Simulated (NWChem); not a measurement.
Correlation energy of AgI

SMILES: [Ag][I]
```xyz
2

Ag     0.0000     0.0000    -1.3700
I      0.0000     0.0000     1.2149
```
Charge 0, spin multiplicity 1.

All runs are NWChem calculations. The geometry was optimised at PBE/def2-SVP with def2 effective core potentials on Ag, I, a minimum by its harmonic frequencies.

Basis set: def2-SVP. Each correlation energy counts from its own Hartree-Fock reference.

```csv
method,correlation energy (mHa),difference from CCSD(T)
MP2,-355.4,+7.0
SCS-MP2,-315.4,+47.1
CR-CCSD[T],-361.2,+1.3
CR-CCSD(T),-360.7,+1.8
CCSD,-353.7,+8.7
CCSD+T(CCSD),-363.1,-0.6
CCSD(T),-362.4,0.0
```

The values span 47.7 mHa, from CCSD+T(CCSD) (lowest) to SCS-MP2 (highest). 

Effective core potentials replace the inner electrons of Ag, I; spin-orbit coupling is left out. The correlated methods keep 8 core orbitals frozen. The structure started from a generated list of species. Coupled-cluster values serve here as a point of comparison, not as the truth.
